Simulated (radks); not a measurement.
Results of a calculation; reference values are marked as such.
Task: Numerical settings for the caesium ion Cs3+, [Kr] 4d10 5s2 5p4. Code: a radial shooting solver on a logarithmic mesh with Libxc functionals. Model: Dirac Kohn-Sham, BLYP, spin-unpolarised, spherical densities, finite nucleus; open shells fill j = l - 1/2 first; Fermi nuclear charge, rms radius 4.8041 fm. The defaults (mesh step 0.008 in ln r, mesh end at 40 bohr or more with all orbitals vanishing there, Anderson mixing 0.5 over 9 steps, residual threshold near 1e-9 with the energy settled to 1e-9 hartree or 1e-11 of itself, here a cap of 55 iterations) give E = -7788.4747 hartree and 5p3/2 at -38.633 eV in 14 iterations. Run on one thread of a shared host, so times are rough (Arm Neoverse V1): 0.13 s of CPU time, 0.13 s wall, 14 iterations on 2213 mesh points. One setting is changed at a time: mesh step in ln r 0.02; mesh step in ln r 0.003; mesh step in ln r 0.03; mesh end (bohr) 400; mesh end (bohr) 12; residual threshold 1e-13; residual threshold 1e-05; mixing 1; linear mixing, mixing 0.8; linear mixing, mixing 0.5; mixing history 3; iteration cap 5. Which runs fail to converge, and which converge to a wrong energy?

Result: Not converged within the cap: linear mixing, mixing 0.8; iteration cap 5. No run marked as converged misses the energy by more than 1 mhartree.
